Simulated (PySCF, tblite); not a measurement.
Isomers of C5H11OP. Computed with GFN2-xTB (tblite): harmonic, unscaled wavenumbers at the GFN2-xTB geometry, gas phase. Against measured fundamentals such values can be off by several per cent, at times by over 20. Modes of hydrogen on phosphorus can be 10 to 20 % off. One conformer each.

Electronic energies: PBE0/pcSseg-1 single points on the GFN2-xTB geometries (PySCF, gas phase).

| SMILES | electronic energy, lowest = 0 (kcal/mol) |
| --- | --- |
| C=C[P@](C)(=O)CC | 3.9 |
| C=C(C)P(C)(C)=O | 0.0 |
| C=C[P@H](=O)C(C)C | 14.0 |

Question: How do GFN2-xTB zero-point energies change the relative energies?

Answer: 
| SMILES | ZPE (kcal/mol) | of it from modes above 1550 cm⁻¹ | electronic (kcal/mol) | with ZPE, lowest = 0 (kcal/mol) | lowest mode (cm⁻¹) | rings |
| --- | --- | --- | --- | --- | --- | --- |
| C=C(C)P(C)(C)=O | 92.2 | 50.1 | 0.0 | 0.0 | 28 | 0 |
| C=C[P@](C)(=O)CC | 92.6 | 50.0 | 3.9 | 4.3 | 60 | 0 |
| C=C[P@H](=O)C(C)C | 92.7 | 48.9 | 14.0 | 14.4 | 58 | 0 |

The zero-point energies span 0.5 kcal/mol, from `C=C(C)P(C)(C)=O` to `C=C[P@H](=O)C(C)C`. The order is unchanged.

Question: And how do the electronic energies of GFN2-xTB itself compare?

Answer: `C=C(C)P(C)(C)=O` 0.0; `C=C[P@](C)(=O)CC` 5.0; `C=C[P@H](=O)C(C)C` 3.8 kcal/mol, lowest = 0. Against the energies above, taken from the same isomer `C=C(C)P(C)(C)=O`, the largest difference is 10.2 kcal/mol.

Question: What do entropy and thermal enthalpy add at 298.15 K and 1 bar (rigid rotor, harmonic oscillator, one conformer each)?

Answer: 
```json
{"SMILES": "C=C(C)P(C)(C)=O", "point group": "C1", "symmetry number": "1", "S (cal/(mol K))": "98.0", "H − H(0) (kcal/mol)": "7.01", "ZPE + H − H(0) − TS (kcal/mol)": "70.0"}
{"SMILES": "C=C[P@](C)(=O)CC", "point group": "C1", "symmetry number": "1", "S (cal/(mol K))": "96.6", "H − H(0) (kcal/mol)": "6.88", "ZPE + H − H(0) − TS (kcal/mol)": "70.7"}
{"SMILES": "C=C[P@H](=O)C(C)C", "point group": "C1", "symmetry number": "1", "S (cal/(mol K))": "94.9", "H − H(0) (kcal/mol)": "6.62", "ZPE + H − H(0) − TS (kcal/mol)": "71.0"}
```
